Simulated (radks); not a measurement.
The numbers below are computed, except where a source is named.
Q: All-electron atom: Nd4+ in [Xe] 4f2 (the NIST ground configuration). Code: a radial shooting solver on a logarithmic mesh with Libxc functionals. Model: scalar-relativistic Kohn-Sham, HCTH/407, spin-polarised, spherical densities, finite nucleus; open shells are filled with parallel spins first (spin-orbit coupling, left out, can overturn this in heavy ions); Fermi nuclear charge, rms radius 4.9123 fm. Some entries of the table are withheld. Estimate them.

| orbital | occ. | eigenvalue (eV) | <r^2> (bohr^2) | <1/r> (bohr^-1) |
|---|---|---|---|---|
| 1s up | 1 | -43437.17 | 0.0007606 | 66.01 |
| 1s down | 1 | -43437.17 | 0.0007606 | 66.01 |
| 2s up | 1 | -7078.342 | 0.01204 | 15.25 |
| 2s down | 1 | -7078.326 | 0.01204 | 15.25 |
| 2p up | 3 | -6336.810 | 0.009622 | 14.39 |
| 2p down | 3 | -6336.799 | 0.009622 | 14.39 |
| 3s up | 1 | -1580.581 | 0.08103 | 5.563 |
| 3s down | 1 | -1579.788 | 0.08096 | 5.565 |
| 3p up | 3 | -1346.484 | 0.08101 | 5.258 |
| 3p down | 3 | -1345.693 | 0.08093 | 5.261 |
| 3d up | 5 | -1021.337 | 0.06867 | 4.992 |
| 3d down | 5 | -1020.725 | 0.06858 | 4.994 |
| 4s up | 1 | -357.5768 | 0.4118 | 2.340 |
| 4s down | 1 | -355.5725 | 0.4116 | 2.340 |
| 4p up | 3 | -280.3594 | 0.4628 | 2.161 |
| 4p down | 3 | -278.3479 | 0.4626 | 2.161 |
| 4d up | 5 | (1) | 0.5596 | 1.902 |
| 4d down | 5 | (2) | 0.5601 | 1.902 |
| 5s up | 1 | -84.1474 | 2.157 | 0.9573 |
| 5s down | 1 | -83.0445 | 2.186 | 0.9487 |
| 5p up | 3 | -63.4458 | (3) | 0.8384 |
| 5p down | 3 | -62.6462 | (4) | 0.8295 |
| 4f up | 2 | -51.8506 | 0.9757 | 1.427 |
| 4f down | 0 | -49.9566 | 1.003 | 1.417 |

A: 
(1) 4d up eigenvalue (eV): -170.2965
(2) 4d down eigenvalue (eV): -168.2670
(3) 5p up <r^2> (bohr^2): 2.750
(4) 5p down <r^2> (bohr^2): 2.793
